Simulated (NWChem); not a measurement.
System: GaH$_{3}$O; SMILES [OH][GaH2]

```xyz
5

Ga     0.0072     0.3647     0.0000
H      1.4371     1.0100     0.0000
H     -1.4118     1.0575     0.0000
O      0.0709    -1.4406     0.0000
H     -0.8141    -1.8493     0.0000
```
Atoms are numbered in this order, from 1.

The geometry was optimised at PBE-D3(BJ)/def2-SVP.

Symmetry labels are those of Cs in the frame above (b1 and b2, or b-type labels, depend on it).

Task: List the 6 lowest vertical singlet excitations and the 6 lowest triplet ones from B3LYP/aug-cc-pVDZ, TDA (NWChem).

Result: 
```tsv
state	energy (eV)	oscillator strength	symmetry	leading excitation (squared amplitude)
S1	5.66	0.001	a"	HOMO → LUMO (0.99)
S2	6.36	0.018	a'	HOMO−1 → LUMO (0.83)
S3	6.40	0.010	a"	HOMO−2 → LUMO (0.99)
S4	6.91	0.056	a"	HOMO−1 → LUMO+1 (0.98)
S5	7.06	0.039	a'	HOMO → LUMO+1 (0.85)
S6	7.69	0.110	a'	HOMO → LUMO+2 (0.70)
T1	5.24	spin-forbidden	a"	HOMO → LUMO (0.98)
T2	5.39	spin-forbidden	a'	HOMO−1 → LUMO (0.98)
T3	6.00	spin-forbidden	a"	HOMO−2 → LUMO (0.96)
T4	6.33	spin-forbidden	a'	HOMO → LUMO+1 (0.67)
T5	6.47	spin-forbidden	a"	HOMO−1 → LUMO+1 (0.93)
T6	6.84	spin-forbidden	a'	HOMO → LUMO+2 (0.32)
```
